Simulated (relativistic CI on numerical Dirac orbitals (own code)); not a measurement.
**A ladder of approximations for the levels of V VI**

Calculated with a relativistic CI code on KLI orbitals (one set per configuration, finite nucleus), adding one ingredient at a time: step 1, Dirac-Coulomb, each configuration alone; step 2, with Breit and QED terms; step 3, with configuration mixing; step 4, with scaled Slater integrals (0.9); step 5, with a P86 correlation estimate; step 6, tied to the ionisation limit. P86 is a density functional for the correlation energy, evaluated here for each configuration and added to its levels. Step 6 is semi-empirical: configurations made of the next ion and one excited electron move by -961 cm⁻¹, so that their limit matches the tabulated ionisation energy, and those with a non-penetrating f or g electron also take the P86 value of the least penetrating other one.

CI space (outside the closed core [Ne]): 3s²3p⁶, 3s²3p⁵3d, 3s3p⁶3d, 3s²3p⁵4p, 3s²3p⁵4d, 3s²3p⁵5s, 3s²3p⁵4f, 3s3p⁶4p, 3s3p⁶5p, 3s²3p⁵4s, 3s²3p⁵5p, 3s3p⁶4s, 3s²3p⁵5d, 3p⁶3d², 3p⁵3d³, 3p⁵3d²4p, 3p⁵3d²4d, 3p⁵3d²5s, 3p⁵3d²4f.

Computed minus measured energy above the ground level, in cm⁻¹, for 15 of the 27 excited levels that pair in every step (one J of a term; a digit in brackets numbers repeated terms):

```tsv
Configuration	Term	J	Measured	Step 1	Step 2	Step 3	Step 4	Step 5	Step 6
3s²3p⁵3d	1D°	2	345139	854	505	700	-125	828	-132
3s²3p⁵3d	1F°	3	350644	-104	-578	-375	-1386	-433	-1393
3s²3p⁵3d	1P°	1	445436	24563	24176	20519	7760	8812	7853
3s²3p⁵4p	3S	1	602974	-2877	-3040	-7293	-5223	2478	1532
3s²3p⁵4p	3P	0	621757	-1536	-1773	-1892	-2315	5379	4419
3s²3p⁵4p	1S	0	641800	5803	5592	2692	-476	7235	6275
3s²3p⁵4d	2[1/2]°	0	707280	-3556	-3763	-5539	-4687	3257	2306
3s²3p⁵4d	2[3/2]°	2	709747	-3409	-3675	-5309	-4574	3370	2418
3s²3p⁵4d	2[7/2]°	4	710695	-3622	-3860	-3883	-3664	4277	3318
3s²3p⁵4d	2[5/2]°	2	713742	-3375	-3623	-3668	-3686	4256	3296
3s²3p⁵5s	2[3/2]°	2	770494	-6837	-6983	-7370	-7228	1164	206
3s²3p⁵4f	2[3/2]	1	777549	-9063	-9268	-7542	-7496	4348	747
3s²3p⁵5s	2[1/2]°	1	778944	-6388	-6749	-7022	-7025	1366	408
3s²3p⁵4f	2[9/2]	5	781296	-11006	-11222	-11294	-11091	844	-2793
3s²3p⁵4f	2[7/2]	4	785705	-11818	-12046	-12118	-12221	-286	-3923
```

Mean absolute errors in cm⁻¹, over all paired levels and for the configurations:

```csv
"Configuration, levels",Step 1,Step 2,Step 3,Step 4,Step 5,Step 6
"all, 27",5629,5841,5913,5261,3284,2878
"3s²3p⁵3d, 3",8507,8420,7198,3090,3358,3126
"3s²3p⁵4p, 4",2941,3067,3488,2600,5100,4144
"3s²3p⁵4d, 12",3372,3668,4038,3921,4017,3060
"3s²3p⁵5s, 3",6631,6851,7157,7111,1280,322
"3s²3p⁵4f, 5",10867,11123,10836,10801,1230,2813
```

Measured levels: Sugar and Corliss, J. Phys. Chem. Ref. Data 7, 1191 (1978). Some J values or terms of the table were assigned by a fit.

The mean absolute error is lowest at step 6 (2878 cm⁻¹), and the largest single drop is from step 4 to 5 (5261 to 3284). Mixing lowers the ground level by 1425; relative to it the configurations that move most are 3s²3p⁵4p by -1871, 3s²3p⁵3d by -1086, 3s²3p⁵4d by -370. The P86 estimate moves 3s²3p⁵4f by +11916, 3s²3p⁵5s by +8391, 3s²3p⁵4d by +7938, and takes the mean absolute error of the excited configurations from 5261 to 3284. Step 6 takes that error from 3284 to 2878; the error more than halves for 3s²3p⁵5s; it grows for 3s²3p⁵4f. The shift fits the limit, so it does little for low levels whose errors differ from those near the limit.
